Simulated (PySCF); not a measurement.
# Worked example: oscillator strength and radiative lifetime

C₃H₅NOSi, SMILES O[Si@@H]1C=CC=N1.

Coordinates come from a B3LYP-D3(BJ)/def2-SVP optimisation. The structure was generated by enumeration; whether it is a known compound was not checked. One conformer was computed; it need not be the lowest.

PySCF with TDDFT-PBE/def2-SVPD puts the first singlet state with f over 0.02 at 4.66 eV (vertical), with the transition dipole (-0.068, -0.504, 0.000) in atomic units.

Q: Find the oscillator strength, the wavelength and the radiative lifetime that this transition would have in vacuum if emission retraced absorption.

A: 
|μ|² = 0.2586 au, so |μ| = 1.29 D. ΔE = 4.66/27.211 = 0.1713 hartree. f = (2/3) ΔE |μ|² = 0.030 (the program prints 0.030).
λ = 1239.84/4.66 = 266 nm; ν = 37585 cm⁻¹.
Einstein's coefficient A = 0.6670 ν² f s⁻¹ (ν in cm⁻¹) = 2.8e7 s⁻¹, so τ = 1/A = 36 ns. This state is S3; the lower singlets have f = 0.000, 0.009. The figure is the radiative limit of this one transition; relaxation, internal conversion, crossing to triplets and a medium change what is measured.
